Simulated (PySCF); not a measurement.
A species of formula C5H8F3NSi has this rotational fingerprint, computed with PBE0/pcSseg-1 in PySCF (dipole) on a GFN2-xTB geometry, gas phase:

```
Rotational constants : A = 2035, B = 442.5, C = 438.6 MHz
Dipole components    : |μa| = 4.41 D, |μb| = 0.25 D, |μc| = 0.60 D
Inertial defect      : -238.22 u·Å²
κ                    : -1.00
```

Task: Which structure is it? (One computed conformer of each.)
A. `[F:1][C:2]([F:3])([F:4])[CH2:5][Si@H:6]1[CH:7]=[CH:8][CH2:9][NH:10]1` with C2–C5–Si6–C7 179°, C5–Si6–C7–C8 123°, C7–C8–C9–N10 -7°, C8–C9–N10–Si6 15°, C5–Si6–N10–C9 -132°
B. `[CH:1]#[C:2][CH2:3][CH2:4][NH:5][SiH2:6][C:7]([F:8])([F:9])[F:10]` with C2–C3–C4–N5 -60°, C3–C4–N5–Si6 -86°, C4–N5–Si6–C7 -179°
C. `[CH3:1][Si:2]([CH3:3])([NH2:4])[C:5]#[C:6][C:7]([F:8])([F:9])[F:10]` with C1–Si2–N4–H -39° and 175°
D. `[CH:1]#[C:2][Si@@H:3]([NH:4][CH2:5][CH3:6])[C:7]([F:8])([F:9])[F:10]` with C2–Si3–N4–C5 -65°, Si3–N4–C5–C6 86°
E. `[CH2:1]=[CH:2]/[N:3]=[CH:4]/[C@@H:5]([SiH3:6])[C:7]([F:8])([F:9])[F:10]` with C1–C2–N3–C4 -179°, N3–C4–C5–Si6 90°
F. `[CH3:1][C:2]#[C:3][SiH2:4][NH:5][CH2:6][C:7]([F:8])([F:9])[F:10]` with C3–Si4–N5–C6 73°, Si4–N5–C6–C7 -80°

Result: C. It is C[Si](C)(N)C#CC(F)(F)F, a near-prolate asymmetric top, point group C1. The candidates at the same level (rigid rotor, commonest isotopes):

| SMILES | A (MHz) | B (MHz) | C (MHz) | μa (D) | μb (D) | μc (D) | Δ (u·Å²) | point group | rotor |
| --- | --- | --- | --- | --- | --- | --- | --- | --- | --- |
| FC(F)(F)C[Si@H]1C=CCN1 | 2856 | 609.1 | 567.8 | 2.85 | 0.10 | 0.75 | -116.60 | C1 | near-prolate asymmetric top |
| C=C/N=C/[C@@H]([SiH3])C(F)(F)F | 1773 | 627.4 | 518.7 | 1.18 | 1.23 | 0.64 | -116.09 | C1 | asymmetric top |
| CC#C[SiH2]NCC(F)(F)F | 1410 | 772.5 | 561.5 | 0.62 | 0.19 | 0.33 | -112.57 | C1 | asymmetric top |
| C#CCCN[SiH2]C(F)(F)F | 2059 | 544.8 | 489.0 | 2.96 | 1.57 | 0.35 | -139.63 | C1 | near-prolate asymmetric top |
| C#C[Si@@H](NCC)C(F)(F)F | 1498 | 771.1 | 596.0 | 3.46 | 0.58 | 0.07 | -144.78 | C1 | asymmetric top |
| C[Si](C)(N)C#CC(F)(F)F | 2035 | 442.5 | 438.6 | 4.41 | 0.25 | 0.60 | -238.22 | C1 | near-prolate asymmetric top |

`C#CCCN[SiH2]C(F)(F)F` has B 23 % too high; `CC#C[SiH2]NCC(F)(F)F` has B 75 % too high; `FC(F)(F)C[Si@H]1C=CCN1` has A 40 % too high; `C=C/N=C/[C@@H]([SiH3])C(F)(F)F` has B 42 % too high; `C#C[Si@@H](NCC)C(F)(F)F` has B 74 % too high. No structure here is proved a minimum.
